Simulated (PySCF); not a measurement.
A structure optimised at PBE-D3(BJ)/def2-SVP, used in a PySCF frequency run:

```
N
C 1 1.4490
H 2 1.1082 1 110.88
H 2 1.1173 3 107.78 1 122.66
H 2 1.1173 3 107.78 4 114.67
C 1 1.4490 2 113.42 3 180.00
H 6 1.1082 1 110.88 2 180.00
H 6 1.1173 7 107.78 1 -122.66
H 6 1.1173 7 107.78 8 -114.67
Ga 1 1.8422 2 123.29 3 0.00
H 10 1.5717 1 115.32 2 180.00
H 10 1.5717 11 129.35 7 180.00
```
Charge 0, spin multiplicity 1.

Task: Write its SMILES, formula and point group.

Result: C[N](C)[GaH2], C2H8GaN, C2v

Task: What are its rotational constants (standard atomic weights)?

Result: 8.7083, 2.8827, 2.2275 GHz
